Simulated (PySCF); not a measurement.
SMILES [F][Bi]([F])[F] (BiF₃) at its PBE0/def2-SVP optimised geometry (Å):

```
4

Bi    -0.9069    -1.0030     0.0000
F      1.1090    -1.0030     0.0000
F     -1.1090     1.0030     0.0000
F     -1.1067    -1.2266     1.9933
```

Method: PBE0/def2-TZVP, def2 effective core potentials past Kr run with PySCF. The core electrons that the potentials of Bi replace are not part of the density.

Map of the HOMO amplitude (bohr^(-3/2)) on the plane z = 1.5 Å; orbital energy -10.14 eV, overall sign arbitrary:

```
|@@@@@@@@@@@@@@@@@@@@@@@@@@@@@@@|
|@@@@@@@@@@@@@@@@@@@@@@@@@@@@@@@|
|@@@@@@@@@@@@@@@@@@@@@@@@@@@@@@@|
|@@@@@@@@@@@@@@@@@@@@@@@@@@@@@@@|
|@@@@@@@@@@@@@@@@@@@@@@@@@@@@@@@|
|@@@@@@@@@@@@@@@@@@@@@@@@@@@@@@@|
|@@@@@@@@@@@@@@@@@@@@@@@@@@@@@@@|
|@@@@@@@@@@@@@@@@@@@@@@@@@@@@@@@|
|@@@@@@@@@@@@@@@@@@@@@@@@@@@@@@@|
|@@@@@@@@@@@@@@@@@@@@@@@@@@@@@@@|
|@@@@@@@@@@@@@@@@@@@@@@@@@@@@@@@|
|@@@@@@@@@@@@@@@@@@@@@@@@@@@@@@@|
|@@@@@@@@@@@@@@@@@@@@@@@@@@@@@@@|
|@@@@@@@@@@@@@@@@@@@@@@@@@@@@@@@|
|@@@@@@@@@@@@@@@@@@@@@@@@@@@@@@@|
|@@@@@@@@@@@@@@@@@@@@@@@@@@@@@@@|
|@@@@@@@@@@@@@@@@@@@@@@@@@@@@@@@|
|@@@@@@@@%%%%@@@@@@@@@@@@@@@@@@@|
|@@@@@@@%####%@@@@@@@@@@@@@@@@@@|
|@@@@@@%#*==+#%@@@@@@@@@@@@@@@@@|
|@@@@@@%#+: :*%@@@@@@@@@@@@@@@@@|
|@@@@@@%#+. :+#%@@@@@@@@@@@@@@@@|
|@@@@@@%#*=-=*%%@@@@@@@@@@@@@@@@|
|@@@@@@%%#***#%@@@@@@@@@@@@@@@@@|
|@@@@@@@%%##%%%@@@@@@@@@@@@@@@@@|
|@@@@@@@@%%%%@@@@@@@@@@@@@@@@@@@|
|@@@@@@@@@@@@@@@@@@@@@@@@@@@@@@@|
|@@@@@@@@@@@@@@@@@@@@@@@@@@@@@@@|
|@@@@@@@@@@@@@@@@@@@@@@@@@@@@@@@|
|@@@@@@@@@@@@@@@@@@@@@@@@@@@@@@@|
|@@@@@@@@@@@@@@@@@@@@@@@@@@@@@@@|
```
Scale: ten equal steps from -0.200 (start of ' ') to 0.011 (end of '@'), in the order ' .:-=+*#%@'; x runs from -3.50 to 3.50, y from -3.50 (bottom) to 3.50 (top).
